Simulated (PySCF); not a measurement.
SbCl₄, SMILES [Cl][Sb+]([Cl])([Cl])[Cl], charge +1. Geometry optimised at PBE-D3(BJ)/def2-SVP. The spin state was assumed, not searched. The isomer is the one that the SMILES or the coordinates give; other isomers of the formula were not compared. The def2 effective core potentials stand for the cores of Sb; spin–orbit coupling is left out.

Calculation: PBE-D3(BJ)/def2-SVP in PySCF.

Harmonic wavenumbers (cm⁻¹): 98, 98, 124, 124, 124, 357, 416, 416, 416. Rotational constants (GHz): 1.012, 1.012, 1.012; symmetry number 12.

Question: Work out the zero-point energy and the ideal-gas rigid-rotor harmonic-oscillator thermochemistry at 298.15 K and 1 atm.

Answer: ZPE = ½ Σ hcν = ½ × 2173 cm⁻¹ = 3.11 kcal/mol. H − E(el) = 8.48 kcal/mol. Entropy in cal/(mol K): translation 42.61, rotation 25.18, vibration 19.97, total 87.75. G − E(el) = -17.69 kcal/mol. Cp = 23.50 cal/(mol K). Modes under 150 cm⁻¹ make the vibrational entropy uncertain.
